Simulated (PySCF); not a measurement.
# Correlation energy of Be (beryllium, neutral)

[He] 2s1 2p1, high-spin 3P determinant (an excited configuration). Computed with PySCF 2.14 in x2c-TZVPPall with one added diffuse shell of s type (6s3p1d, 20 functions), with the spin-free X2C one-electron Hamiltonian (Gaussian nucleus). Frozen: nothing; 4 electrons correlated.

MP2 pair energies summed by pair of shells (mhartree):

```csv
pair,energy,share (%)
1s-1s,-25.86,85.4
2s-2p,-2.24,7.4
1s-2s,-1.52,5.0
1s-2p,-0.65,2.1
```

Total MP2 correlation energy: -30.27 mhartree.

Same-spin part -2.98 and opposite-spin part -27.29 mhartree; SCS-MP2 scales them by 1/3 and 6/5 to -33.74 mhartree.

The basis was made for the ground configuration and has no added diffuse functions, which can raise the energy of the promoted electron.

This basis was not built for core-valence correlation, so the inner-shell part is incomplete.
